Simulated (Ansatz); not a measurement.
H₁₂Si₅, SMILES `[SiH3][SiH2][SiH2][SiH2][SiH3]`, relaxed with RKS PBE0-D4/def2-TZVP in the Gaussian-basis code of Ansatz from a GFN2-xTB geometry. The force threshold is 0.005 eV/Å; the program also tests the step.

The species carries charge 0 and has multiplicity 1.

Start:

```xyz
17

Si   -1.531   -1.000   -2.072
Si   -0.745    1.102   -1.517
Si   -0.674    1.556    0.763
Si    0.324   -0.140    2.003
Si    2.342   -0.877    1.150
H    -0.733   -2.041   -1.417
H    -1.514   -1.307   -3.504
H    -2.914   -1.198   -1.629
H    -1.507    2.129   -2.247
H     0.618    1.263   -2.052
H    -2.036    1.836    1.248
H     0.027    2.824    1.022
H    -0.618   -1.270    2.074
H     0.483    0.245    3.414
H     2.188   -1.294   -0.248
H     2.937   -2.013    1.856
H     3.352    0.185    1.156
```

Question: How much energy does the relaxation release, and in how many steps? (Best estimate.)

Answer: Computed: 15.37 kJ/mol, in 11 steps.

Question: Which bonds change most? (Estimate.)

Answer: The calculation gave: Si4–Si5 from 2.311 to 2.338 Å; Si1–Si2 from 2.311 to 2.338 Å; Si5–H16 from 1.464 to 1.488 Å; Si1–H7 from 1.464 to 1.487 Å.

Question: Give the relaxed structure. (Estimate.)

Answer: The calculation gave: 
```xyz
17

Si   -1.529   -1.016   -1.909
Si   -0.603    1.095   -1.520
Si   -0.682    1.574    0.768
Si    0.228   -0.235    1.939
Si    2.311   -0.785    1.031
H    -0.743   -2.047   -1.178
H    -1.526   -1.352   -3.358
H    -2.931   -1.053   -1.412
H    -1.335    2.129   -2.305
H     0.820    1.094   -1.963
H    -2.095    1.802    1.182
H     0.100    2.807    1.068
H    -0.687   -1.404    1.806
H     0.368    0.085    3.387
H     2.146   -1.171   -0.396
H     2.941   -1.916    1.762
H     3.218    0.393    1.098
```
